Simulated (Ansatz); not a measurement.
`CC[SiH](O)F`, relaxed with RKS PBE-D4/def2-SVP in the Gaussian-basis code of Ansatz from a rough embedded geometry. The force threshold is 0.03 eV/Å; the program also tests the step.

Total charge 0; spin multiplicity 1.

Start:

```xyz
12

C     0.539   -0.842    1.282
C    -0.171   -0.787   -0.098
Si    0.027    0.823   -1.059
O    -0.652    2.092   -0.164
F    -0.868    0.708   -2.383
H     0.405   -1.863    1.693
H     0.211   -0.110    1.949
H     1.619   -0.770    1.107
H    -1.212   -0.991    0.119
H     0.185   -1.614   -0.720
H     1.450    1.066   -1.366
H    -1.533    2.288   -0.360
```

```json
{"step": "1", "energy (eV)": "-14812.8451", "largest force (eV/Å)": "2.765", "largest move (Å)": "0.000"}
{"step": "2", "energy (eV)": "-14813.1306", "largest force (eV/Å)": "0.883", "largest move (Å)": "0.089"}
{"step": "3", "energy (eV)": "-14813.1661", "largest force (eV/Å)": "0.284", "largest move (Å)": "0.065"}
{"step": "4 (rejected)", "energy (eV)": "-14813.1648", "largest force (eV/Å)": "0.515", "largest move (Å)": "0.123"}
{"step": "5", "energy (eV)": "-14813.1745", "largest force (eV/Å)": "0.091", "largest move (Å)": "0.061"}
{"step": "6", "energy (eV)": "-14813.1829", "largest force (eV/Å)": "0.157", "largest move (Å)": "0.100"}
{"step": "7", "energy (eV)": "-14813.1940", "largest force (eV/Å)": "0.141", "largest move (Å)": "0.150"}
{"step": "8", "energy (eV)": "-14813.1965", "largest force (eV/Å)": "0.201", "largest move (Å)": "0.189"}
{"step": "9", "energy (eV)": "-14813.1995", "largest force (eV/Å)": "0.069", "largest move (Å)": "0.025"}
{"step": "10", "energy (eV)": "-14813.1997", "largest force (eV/Å)": "0.027", "largest move (Å)": "0.011"}
```

End:

```xyz
12

C     0.507   -0.812    1.242
C    -0.187   -0.814   -0.129
Si    0.022    0.787   -1.088
O    -0.525    2.122   -0.242
F    -0.825    0.622   -2.488
H     0.348   -1.763    1.789
H     0.131    0.013    1.882
H     1.603   -0.668    1.143
H    -1.279   -1.005   -0.022
H     0.192   -1.642   -0.767
H     1.441    1.107   -1.436
H    -1.427    2.053    0.115
```

Run time 14 s (4 threads of an Arm Neoverse V1 on a shared host); peak host memory 0.16 GiB.
